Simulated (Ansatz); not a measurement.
Relaxation of AlH₈NO₃ (13 atoms, charge 0, multiplicity 1), to a largest force component of 0.03 eV/Å in at most 50 steps.

Computed with RKS PBE/6-31G* in Ansatz.

```xyz
13
Properties=species:S:1:pos:R:3
Al -1.088 -0.859 0.834
H -1.398 0.610 0.476
O -0.605 -1.881 -0.487
O -1.298 -1.583 2.383
H 1.530 0.535 -0.529
O 1.880 -0.236 -0.036
H -0.353 1.677 -0.739
N 0.223 2.267 -1.348
H -0.524 -2.838 -0.308
H -1.394 -1.010 3.165
H 1.428 -0.989 -0.482
H 0.576 1.695 -2.122
H 1.022 2.610 -0.807
```

Task: Where does it end, and by what steps?

Result: The forces met the threshold. The force dipped under the threshold on the way, but the program's further checks kept it going. After 23 steps the energy has fallen by 1.371 eV; O6 moved furthest, 0.77 Å. Joined: Al1–O6.

```tsv
step	energy less start (eV)	largest force component (eV/Å)	accepted
0	0.0000	0.611	yes
1	-0.1414	0.789	yes
2	-0.3163	1.193	yes
3	-0.5639	0.493	yes
4	-0.6767	0.985	yes
5	-0.7293	1.005	yes
6	-0.7311	0.848	yes
7	-0.7699	0.224	yes
8	-0.7150	0.595	no
9	-0.7814	0.153	yes
10	-0.7849	0.242	yes
11	-0.7869	0.141	yes
12	-0.7924	0.488	yes
13	-0.7995	0.967	yes
14	-0.8252	2.109	yes
15	-1.2770	0.967	yes
16	-1.3272	0.550	yes
17	-1.3606	0.314	yes
18	-1.3657	0.112	yes
19	-1.3660	0.114	yes
20	-1.3680	0.122	yes
21	-1.3699	0.030	yes
22	-1.3705	0.021	yes
23	-1.3711	0.027	yes
```

```xyz
13
Properties=species:S:1:pos:R:3
Al -0.629 -0.868 0.678
H -1.492 0.481 0.353
O -0.485 -2.103 -0.572
O -0.757 -1.486 2.309
H 1.091 0.612 -0.331
O 1.175 -0.242 0.282
H -0.396 1.878 -0.831
N 0.592 1.896 -1.126
H -0.948 -2.943 -0.407
H -1.217 -0.894 2.930
H 1.472 -0.986 -0.291
H 0.607 1.855 -2.151
H 0.989 2.800 -0.844
```

The run took 44 s on 2 threads of Arm Neoverse V2, with other jobs on the host, peak memory 0.14 GiB.
